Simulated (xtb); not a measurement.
xtb input (GFN2-xTB):

```bash
xtb mol.xyz --gfn 2 --ohess tight --chrg 0 --uhf 0
```
mol.xyz:
```
4

In     0.02535347     0.03596023     0.00009333
Cl     2.23887942    -0.29047380    -0.45059867
Cl    -0.91418617    -0.99322646     1.88655537
Cl    -1.32222459     1.31163813    -1.36088471
```

Output:

```
           -------------------------------------------------
          |                Calculation Setup                |
           -------------------------------------------------

           -------------------------------------------------
          |                 G F N 2 - x T B                 |
           -------------------------------------------------

        Reference                      10.1021/acs.jctc.8b01176
      * Hamiltonian:
        H0-scaling (s, p, d)           1.850000    2.230000    2.230000
        zeta-weighting                 0.500000
      * Dispersion:
        s8                             2.700000
        a1                             0.520000
        a2                             5.000000
        s9                             5.000000
      * Repulsion:
        kExp                           1.500000    1.000000
        rExp                           1.000000
      * Coulomb:
        alpha                          2.000000
        third order                    shell-resolved
        anisotropic                    true
        a3                             3.000000
        a5                             4.000000
        cn-shift                       1.200000
        cn-exp                         4.000000
        max-rad                        5.000000

          ...................................................
          :                      SETUP                      :
          :.................................................:
          :  # basis functions                  40          :
          :  # atomic orbitals                  36          :
          :  # shells                           12          :
          :  # electrons                        24          :
          :  max. iterations                   250          :
          :  Hamiltonian                  GFN2-xTB          :
          :  restarted?                      false          :
          :  GBSA solvation                  false          :
          :  PC potential                    false          :
          :  electronic temp.          300.0000000     K    :
          :  accuracy                    1.0000000          :
          :  -> integral cutoff          0.2500000E+02      :
          :  -> integral neglect         0.1000000E-07      :
          :  -> SCF convergence          0.1000000E-05 Eh   :
          :  -> wf. convergence          0.1000000E-03 e    :
          :  Broyden damping             0.4000000          :
          :  net charge                          0          :
          :  unpaired electrons                  0          :
          ...................................................

 iter      E             dE          RMSdq      gap      omega  full diag
   1    -15.0240107 -0.150240E+02  0.224E+01    2.86       0.0  T
   2    -15.0266236 -0.261290E-02  0.130E+01    3.03       1.0  T
   3    -15.0252364  0.138716E-02  0.183E+00    2.86       1.0  T
   4    -15.0272792 -0.204284E-02  0.324E-01    2.96       1.0  T
   5    -15.0272931 -0.139002E-04  0.198E-01    2.97       1.0  T
   6    -15.0273013 -0.813340E-05  0.744E-02    2.98       1.0  T
[...]
 q only:       -0.842       0.539       0.953       0.366       1.314      -0.110
  q+dip:       -0.419       0.268       0.474       0.183       0.654      -0.055
   full:       -2.032       1.300       2.294       0.879       3.163      -0.262

           -------------------------------------------------
          |                Geometry Summary                 |
           -------------------------------------------------

      molecular mass/u    :      221.1768994
   center of mass at/Å    :        0.0070022       0.0161455       0.0187881
  moments of inertia/u·Å² :        0.2804070E+03   0.2804761E+03   0.5608830E+03
rotational constants/cm⁻¹ :        0.6011845E-01   0.6010363E-01   0.3005552E-01

 * 3 selected distances

     #   Z          #   Z                                           value/Å
     1  49 In       2  17 Cl                                      2.2961806 (min)
     1  49 In       3  17 Cl                                      2.2968224 (max)
     1  49 In       4  17 Cl                                      2.2962268

 * 1 distinct bonds (by element types)

   Z      Z             #   av. dist./Å        max./Å        min./Å
  17 Cl  49 In          3     2.2964099     2.2968224     2.2961806

           -------------------------------------------------
          |               Frequency Printout                |
           -------------------------------------------------
 projected vibrational frequencies (cm⁻¹)
eigval :       -0.00    -0.00    -0.00     0.00     0.00     0.00
eigval :       78.77    78.85    79.09   267.25   321.14   321.43
 reduced masses (amu)
   1: 55.40   2: 57.01   3: 54.77   4: 49.68   5: 68.42   6: 51.05   7: 48.07   8: 48.01
   9: 73.48  10: 35.45  11: 61.10  12: 61.10
 IR intensities (km·mol⁻¹)
   1:  0.00   2:  0.00   3:  0.00   4:  0.00   5:  0.00   6:  0.00   7:  5.39   8:  5.35
   9:  1.87  10:  0.00  11: 32.54  12: 32.55
 Raman intensities (Ä⁴*amu⁻¹)
   1:  0.00   2:  0.00   3:  0.00   4:  0.00   5:  0.00   6:  0.00   7:  0.00   8:  0.00
   9:  0.00  10:  0.00  11:  0.00  12:  0.00
 output can be read by thermo (or use thermo option).
 writing <g98.out> molden fake output.
 recommended (thermochemical) frequency scaling factor: 1.0
           -------------------------------------------------
          |             Thermodynamic Functions             |
           -------------------------------------------------

d3h symmetry found (for desy threshold:  0.10E+00) used in thermo

          ...................................................
          :                      SETUP                      :
Note: The following floating-point exceptions are signalling: IEEE_UNDERFLOW_FLAG IEEE_DENORMAL
normal termination of xtb
          :.................................................:
          :  # frequencies                           6      :
          :  # imaginary freq.                       0      :
          :  linear?                             false      :
          :  only rotor calc.                    false      :
          :  symmetry                              d3h      :
          :  rotational number                       6      :
          :  scaling factor                  1.0000000      :
          :  rotor cutoff                   50.0000000 cm⁻¹ :
          :  imag. cutoff                  -20.0000000 cm⁻¹ :
          :.................................................:

    mode    ω/cm⁻¹     T·S(HO)/kcal·mol⁻¹    T·S(FR)/kcal·mol⁻¹   T·S(vib)
   ------------------------------------------------------------------------
       1     78.77    -1.16911 ( 86.03%)    -0.92173 ( 13.97%)    -1.13457
       2     78.85    -1.16853 ( 86.08%)    -0.92143 ( 13.92%)    -1.13414
       3     79.09    -1.16673 ( 86.23%)    -0.92052 ( 13.77%)    -1.13283
       4    267.25    -0.48120 ( 99.88%)    -0.55995 (  0.12%)    -0.48129
   ------------------------------------------------------------------------

   temp. (K)  partition function   enthalpy   heat capacity  entropy
                                   cal/mol     cal/K/mol   cal/K/mol   J/K/mol
 298.15  VIB   70.0                 2245.643     10.484     15.631
         ROT  0.846E+05              888.752      2.981     25.527
         INT  0.592E+07             3134.395     13.464     41.158
         TR   0.318E+28             1481.254      4.968     42.065
         TOT                        4615.6491    18.4326    83.2229   348.2046

       T/K    H(0)-H(T)+PV         H(T)/Eh          T*S/Eh         G(T)/Eh
   ------------------------------------------------------------------------
    298.15    0.735551E-02    0.996751E-02    0.395419E-01   -0.295744E-01
   ------------------------------------------------------------------------

         :::::::::::::::::::::::::::::::::::::::::::::::::::::
         ::                  THERMODYNAMIC                  ::
         :::::::::::::::::::::::::::::::::::::::::::::::::::::
         :: total free energy         -15.050116235893 Eh   ::
         ::.................................................::
         :: total energy              -15.020541858988 Eh   ::
         :: zero point energy           0.002612001597 Eh   ::
         :: G(RRHO) w/o ZPVE           -0.032186378502 Eh   ::
         :: G(RRHO) contrib.           -0.029574376905 Eh   ::
         :::::::::::::::::::::::::::::::::::::::::::::::::::::

optimized geometry written to: xtbopt.xyz

           -------------------------------------------------
          | TOTAL ENERGY              -15.020541858988 Eh   |
          | TOTAL ENTHALPY            -15.010574352301 Eh   |
          | TOTAL FREE ENERGY         -15.050116235893 Eh   |
          | GRADIENT NORM               0.000159491707 Eh/α |
          | HOMO-LUMO GAP               3.101631599867 eV   |
           -------------------------------------------------

------------------------------------------------------------------------
------------------------------------------------------------------------
 total:
 SCF:
 ANC optimizer:
 analytical hessian:
```
